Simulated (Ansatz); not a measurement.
`[SH][Sn][Cl]` + CH₃OH → `C[O][Sn][Cl]` + H₂S at 298.15 K and 1 bar (ligand exchange at the Sn–S bond).

Gas-phase electronic energies from Ansatz, PBE0-D4/def2-TZVP geometries. CCSD(T)/CBS adds triple-zeta CCSD(T) − MP2 to the extrapolated MP2 energy (def2 sets, frozen cores). This one scheme is used for every species. def2 core potentials past Kr. For Sn outer-core shells are correlated without core-valence functions, which leaves a few kJ/mol of doubt a bond. One conformer a species, not always the lowest.

| species | CCSD(T)/CBS energy (Eh) | H − E (kJ/mol) | S (J/(mol·K)) |
| --- | --- | --- | --- |
| `[SH][Sn][Cl]` | -1072.27294 | 41.6 | 319.0 |
| CH₃OH | -115.61712 | 146.3 | 238.2 |
| `C[O][Sn][Cl]` | -788.90874 | 129.6 | 345.0 |
| H₂S | -398.97279 | 49.9 | 205.7 |

H − E and S are ideal-gas, rigid-rotor, harmonic terms from PBE0-D4/def2-TZVP, for one conformer and one mirror image of each species. 1 Eh = 2625.50 kJ/mol, R = 8.31446 J/(mol·K).

Question: By hand: ΔE, ΔH, ΔS and ΔG.

Answer: ΔE = (-788.90874) + (-398.97279) − (-1072.27294) − (-115.61712) = 0.00853 Eh = 22.4 kJ/mol. Δ(H − E) = 129.6 + 49.9 − 41.6 − 146.3 = -8.4, so ΔH = 14.0 kJ/mol. ΔS = 345.0 + 205.7 − 319.0 − 238.2 = -6.5 J/(mol·K). ΔG = 14.0 − 298.15 × (-6.5)/1000 = 15.9 kJ/mol.

Question: By hand: the equilibrium constant, and the temperature at which ΔG would vanish if ΔH and ΔS stayed fixed.

Answer: log₁₀ K = −ΔG/(RT ln 10) = -2.8. ΔH and −TΔS have one sign here, so there is no such temperature.

The number of gas molecules stays the same, so ΔS is small and ΔH decides. A doubt of 5 kJ/mol in ΔE shifts log₁₀ K by 0.9 here. Other conformers and mirror images would add mixing entropy, several J/(mol·K) or more a flexible species. These are equilibria of isolated gas molecules and say nothing of rates. Largest T1 diagnostic: 0.017 (customary marks: 0.02 for closed shells, 0.045 for open ones).

ΔS is within the doubt of such terms, so its sign, and with it that verdict, could turn.
